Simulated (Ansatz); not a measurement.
Reaction (redistribution): `[NH2][Al]([NH2])[F]` + `[SiH3]OB(S)O[SiH3]` → `[NH2][Al]([F])[O][SiH3]` + `NB(S)O[SiH3]`

Isolated molecules relaxed with PBE0-D4/def2-TZVP in Ansatz; ΔE leaves out vibrations. CBS: MP2 limit from def2 TZ/QZ plus the TZ coupled-cluster correction, frozen cores. This one scheme is used for every species. Functionals use def2-TZVPP. Each species was taken in one conformer, which may not be the lowest.

`[NH2][Al]([NH2])[F]`:

Z-matrix (Å, degrees):
```
N
Al 1 1.758
H 1 1.006 2 123.9
H 1 1.006 2 125.6 3 -180.0
N 2 1.758 1 123.8 3 180.0
F 2 1.652 1 118.1 3 -0.0
H 5 1.006 2 125.6 1 -0.0
H 5 1.006 2 123.9 1 180.0
```

`[SiH3]OB(S)O[SiH3]`:

Z-matrix (Å, degrees):
```
Si
O 1 1.643
H 1 1.481 2 107.8
H 1 1.483 2 109.4 3 -119.7
H 1 1.487 2 110.2 3 119.6
B 2 1.356 1 142.1 3 -140.1
O 6 1.358 2 124.1 1 -14.9
S 6 1.821 2 116.0 1 165.1
Si 7 1.646 6 139.9 2 -12.4
H 8 1.341 6 95.4 2 179.0
H 9 1.481 7 107.5 6 -142.4
H 9 1.483 7 109.6 6 98.0
H 9 1.487 7 110.3 6 -22.8
```

`[NH2][Al]([F])[O][SiH3]`:

Cartesian coordinates in Å:
```
N -0.482 -1.850 1.547
Al 0.529 -1.054 0.363
F 1.945 -1.766 -0.077
O 0.085 0.405 -0.323
Si -0.073 1.793 -1.150
H -1.363 -1.495 1.878
H -0.260 -2.727 1.987
H -1.496 2.223 -1.139
H 0.755 2.858 -0.524
H 0.361 1.613 -2.561
```

`NB(S)O[SiH3]`:

Cartesian coordinates in Å:
```
N -0.236 -1.576 -1.273
B -0.008 -0.342 -0.651
S 0.372 1.191 -1.596
O -0.068 -0.272 0.712
Si 0.048 0.872 1.884
H -0.443 -2.396 -0.729
H -0.208 -1.727 -2.264
H 0.298 0.643 -2.818
H -1.296 1.097 2.472
H 0.572 2.147 1.332
H 0.967 0.362 2.931
```

**Question.** Is it downhill or uphill in electronic energy at CCSD(T)/CBS, and by how much? (An estimate is asked.)

**Answer.** Computed: Downhill: ΔE = -0.53 eV.

**Question.** What do these levels give: PBE-D4, B2PLYP, PBE, r2SCAN, HF/def2-TZVPP, MP2/def2-TZVPP, CCSD/def2-TZVPP, CCSD(T)/def2-TZVPP, HF/def2-QZVPP, HF/CBS(def2), MP2/CBS(def2), CCSD/CBS(def2)? (Best estimate.)

**Answer.** Computed: PBE-D4 -0.50, B2PLYP -0.57, PBE -0.54, r2SCAN -0.55, HF/def2-TZVPP -0.59, MP2/def2-TZVPP -0.57, CCSD/def2-TZVPP -0.56, CCSD(T)/def2-TZVPP -0.55, HF/def2-QZVPP -0.59, HF/CBS(def2) -0.59, MP2/CBS(def2) -0.56, CCSD/CBS(def2) -0.54 eV.

Largest T1 diagnostic among the species: 0.013.

The D4 term adds +0.05 eV with B3LYP and +0.03 eV with PBE0; it sums over pairs of atoms, weighted by their polarisabilities, and B3LYP, whose exchange is more repulsive, gets the larger term.

B3LYP here is the variant with VWN-RPA as its local correlation; programs differ in this.
